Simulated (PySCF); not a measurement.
From results back to the method.

C4H8BF.
InChI=1S/C4H8BF/c1-4(2)5(3)6/h1H2,2-3H3

The closed-shell ground state was solved 7 times with PySCF (density fitting, gas phase), always in the pcSseg-1 basis (142 functions), with these functionals: B3LYP, BHandHLYP, HF, LC-wPBE, LDA, mPW1PW91 and wB97X-D. The structure is a single PBE0-D3(BJ)/def2-SVP conformer in the gas phase; no vibrational or solvent corrections.

| row | total energy (Eh) | HOMO (eV) | LUMO (eV) | dipole (D) |
| --- | --- | --- | --- | --- |
| P | -280.2699 | -10.02 | 2.64 | 1.59 |
| Q | -279.5603 | -6.76 | -2.37 | 1.54 |
| R | -281.7822 | -10.39 | 1.14 | 1.46 |
| S | -281.9752 | -7.47 | -1.37 | 1.49 |
| T | -281.8921 | -7.72 | -1.19 | 1.52 |
| U | -281.8086 | -8.63 | -0.07 | 1.56 |
| V | -281.8721 | -9.55 | 0.67 | 1.51 |

Task: Which functional belongs to which row?

Result: P = HF, Q = LDA, R = LC-wPBE, S = B3LYP, T = mPW1PW91, U = BHandHLYP, V = wB97X-D. By rising HOMO–LUMO gap: LDA (LDA) 4.39 eV; B3LYP (global hybrid, 20 % exact exchange) 6.10 eV; mPW1PW91 (global hybrid, 25 % exact exchange) 6.53 eV; BHandHLYP (global hybrid, 50 % exact exchange) 8.56 eV; wB97X-D (range-separated hybrid) 10.22 eV; LC-wPBE (range-separated hybrid) 11.53 eV; HF (all exact exchange) 12.66 eV. Total energies of different functionals aren't bounds to one another; each is stationary for its own functional.

Shape of the structure used: `[CH2:1]=[C:2]([CH3:3])[B:4]([CH3:5])[F:6]`: C1–C2–B4–C5 178°.

The pairwise dispersion term of wB97X-D wasn't added to the energies; at a given geometry it leaves orbitals and properties as they are.
